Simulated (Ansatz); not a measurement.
Abridged output of a molecular run in Ansatz:

```
Functional definition: HF
1110 factors; integrals over basis functions are off by at most 1.1e-3 eV
mean field evaluation 1: about -68335.1832 eV, gradient 4.6e1 eV
mean field evaluation 2: about -68335.2696 eV, gradient 4.6e1 eV
mean field evaluation 4: about -68340.1941 eV, gradient 4.8e0 eV
mean field evaluation 8: about -68340.2882 eV, gradient 1.1e-1 eV
mean field -68340.28835886 eV, -2511.4592744769 hartree, gradient 2.4e-6 eV, S^2 0.000000; 0 other end points of the search recorded, 0 dependent functions left out
21 core orbitals not correlated: weight in the atoms' cores, before any rotation towards them, 1.000 or more for the frozen orbitals, at most 0.000 for the correlated occupied ones
reference -68340.28835886 eV, -2511.4592744769 hartree; 17, 17 occupied and 77, 77 virtual orbitals, 1110 factors
second order -21.73478825 eV of doubles, -0.00000000 eV of singles
cycle   1  -21.38670753 eV  change    3.5e-1 eV  update   1.3e-1
cycle   2  -22.00125110 eV  change   -6.1e-1 eV  update   4.3e-2
cycle   3  -22.14945091 eV  change   -1.5e-1 eV  update   2.5e-2
cycle   4  -22.13494693 eV  change    1.5e-2 eV  update   7.6e-3
cycle   5  -22.13108181 eV  change    3.9e-3 eV  update   4.0e-3
cycle   6  -22.13092271 eV  change    1.6e-4 eV  update   1.3e-3
cycle   7  -22.13077906 eV  change    1.4e-4 eV  update   5.4e-4
cycle   8  -22.13078955 eV  change   -1.0e-5 eV  update   1.9e-4
cycle   9  -22.13085562 eV  change   -6.6e-5 eV  update   8.7e-5
cycle  10  -22.13084532 eV  change    1.0e-5 eV  update   4.1e-5
perturbative correction -0.73576989 eV, -0.0270390448 hartree
Total energy: -68363.15497407 eV, -2512.2996070865 hartree
```

Its atoms:

Cartesian coordinates in Å:
```
C 0.831 0.801 -1.180
Al -0.060 -0.365 0.095
N -1.107 0.014 1.500
Zn -1.239 -1.821 1.796
S 0.007 -2.602 0.144
H 0.137 1.547 -1.578
H 1.247 0.237 -2.017
H 1.649 1.342 -0.696
H -1.466 0.845 1.936
```

Q: Which basis set was used?
A. def2-QZVPP
B. def2-TZVPPD
C. def2-SVP
D. cc-pV(T+d)Z

A: C. It gives 115 functions.

Q: Write the keys of the input that set method, charge and spin (a neutral closed shell needs none for the last two).

A: 
```yaml
correlation: {method: ccsd_t, frozen_orbitals: {Al: 5, C: 1, H: 0, "N": 1, S: 5, Zn: 9}}
```
